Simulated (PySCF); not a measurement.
An element was calculated at PBE0 (PySCF 2.14, spin-free X2C, a triple-zeta basis, no spin-orbit coupling), in the ground configurations that NIST lists.

* first ionisation energy: 5.952 eV
* second ionisation energy: 12.258 eV
* third ionisation energy: 20.402 eV

Task: Which element is it?

Result: Gadolinium (Gd, Z = 64), in x2c-TZVPPall. NIST lists 6.150, 12.076 ± 0.02, 20.54 ± 0.03 eV for these ionisation energies.
